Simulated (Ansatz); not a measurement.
`CCCCCCCBr` and `CCCCCC` differ in one atom or group.

Ansatz, PBE0-D4/def2-TZVP geometries, multiplicity 1. Each molecule was computed in one conformer, which needn't be the lowest.

Scalar relativity is left out up to krypton.

```csv
property,`CCCCCCCBr`
HOMO energy (PBE0/def2-TZVPP) / eV,-7.77
HOMO–LUMO gap (B3LYP/def2-TZVPP) / eV,7.49
LUMO energy (B3LYP/def2-TZVPP) / eV,-0.03
size of the dipole moment (ωB97M-V/def2-TZVPP) / D,2.02
HOMO–LUMO gap (ωB97M-V/def2-TZVPP) / eV,12.29
HOMO energy (B3LYP/def2-TZVPP) / eV,-7.52
```

(1) What does the change do to each property? (An estimate is asked.)

Results:

(1) The calculation gave: 
```
                                          property  `CCCCCC`  shift
                HOMO energy (PBE0/def2-TZVPP) / eV     -8.64  -0.87
             HOMO–LUMO gap (B3LYP/def2-TZVPP) / eV      9.26   1.77
               LUMO energy (B3LYP/def2-TZVPP) / eV      0.80   0.83
size of the dipole moment (ωB97M-V/def2-TZVPP) / D      0.00  -2.02
           HOMO–LUMO gap (ωB97M-V/def2-TZVPP) / eV     13.50   1.21
               HOMO energy (B3LYP/def2-TZVPP) / eV     -8.46  -0.94
```

With PBE0 the HOMO falls by 0.87 eV and the LUMO rises by 0.88 eV, so the gap widens by about 1.75 eV. PBE moves the HOMO by -0.80 eV and ωB97M-V by -0.89 eV.

B3LYP here is the variant with VWN-RPA as its local correlation; programs differ in this.

Spin–orbit coupling is left out; it splits and shifts lone-pair levels of the heavy atoms by tenths of an eV.
